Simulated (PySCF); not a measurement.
**MP for M along group 13**

PBE with double-zeta basis sets in PySCF, for the lowest determinant that a PBE0 search found; no spin–orbit coupling. De refers to high-spin ground-configuration atoms. A positive dipole means M(−)P(+).

```json
{"M": "B", "basis": "x2c-SVPall", "state (unpaired electrons)": "triplet (σ ↑, π ↑)", "Re (Å)": "1.760", "ωe (cm⁻¹)": "954", "De (eV)": "3.93", "μ (D)": "0.00"}
{"M": "Ga", "basis": "cc-pVDZ-PP/cc-pV(D+d)Z", "state (unpaired electrons)": "triplet (π ↑↑)", "Re (Å)": "2.506", "ωe (cm⁻¹)": "275", "De (eV)": "2.20", "μ (D)": "-1.40"}
{"M": "In", "basis": "x2c-SVPall", "state (unpaired electrons)": "triplet (π ↑↑)", "Re (Å)": "2.671", "ωe (cm⁻¹)": "250", "De (eV)": "2.10", "μ (D)": "-1.69"}
{"M": "Tl", "basis": "def2-SVP", "state (unpaired electrons)": "triplet (π ↑↑)", "Re (Å)": "2.763", "ωe (cm⁻¹)": "227", "De (eV)": "1.97", "μ (D)": "-2.41"}
```

**Question.** By what factor does the well depth vary along the series?

**Answer.** At PBE it runs from 1.97 eV (TlP) to 3.93 eV (BP), a factor of 1.99.

The rows differ in basis set, which adds steps of its own.

The state changes along the series, so neighbouring rows are not always alike in their bonding.

Spin–orbit coupling is left out, which matters for elements this heavy, above all for dissociation energies. States were picked by a PBE0 search and need not be the measured ground states.
